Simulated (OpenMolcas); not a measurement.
# Pt5+: moving or changing the point charges

Pt5+ among 6 point charges of -1.7 e arranged as an octahedron (Oh), 1.9 Å from the ion.

| Item | Value |
| --- | --- |
| Program | OpenMolcas |
| Method | CASSCF |
| Basis | ANO-RCC-VDZP [7s6p4d2f] |
| Scalar Hamiltonian | DKH2, point nucleus |
| Active space | 5 electrons in 5 orbitals (5d) |
| State averaging | 2S+1 = 6 even, 1 root; 2S+1 = 4 even, 24 roots; 2S+1 = 2 even, 75 roots |
| Spin-orbit coupling | state interaction with AMFI integrals over the reference wave functions |

Runs around this geometry, states (labels of O, the rotations of Oh). Energies in cm-1 above the lowest state or level, χT in cm3 K/mol; 10Dq and B are least-squares fits to the states below 45000 cm-1, weighted by degeneracy, with a free offset, and given where the rms deviation is under 5 % of |10Dq| (or 100 cm-1) and under 700 cm-1.

| R (Å) | q (e) | Ground state | 10Dq | B (rms of fit) | First gap with spin-orbit (degeneracies) | χT at 300 K | First state of another spin |
| --- | --- | --- | --- | --- | --- | --- | --- |
| 2.07 | -1.36 | 6A1 | 4380 | 973 (49) | 122.0 (2, 4) | 3.966 | 4T1 27771 |
| 1.9 | -1.7 | 6A1 | 8240 | 967 (94) | 302.8 (2, 4) | 3.588 | 4T1 24329 |
| 2.17 | -1.7 | 6A1 | 4347 | 973 (50) | 121.3 (2, 4) | 3.967 | 4T1 27803 |

Taking |10Dq| as R^-n, n = -ln(4347 / 8240) / ln(2.17 / 1.9) = 4.8 between the shortest and longest distance. The point-charge formula for a cubic d site gives n = 5.

Without dynamic correlation the repulsion within the d shell is too large (B by tens of per cent), so at a given field states of lower spin stand too high. Point charges give a weaker field than real ligands, and real ions of this kind are as a rule low spin; the high spin found here belongs to the model. This field is weak: 10Dq is about 4380 cm-1, while octahedral complexes of 5d ions of charge 3 and more, computed by the same method with explicit ligands, had a median near 35000 cm-1. Ground spin and moment need not be those of a real site (figures for R = 2.07, q = -1.36; the like holds for R = 1.9, q = -1.7, R = 2.17, q = -1.7). This is an electrostatic model: the charges have no orbitals. No measured value stands beside these numbers.
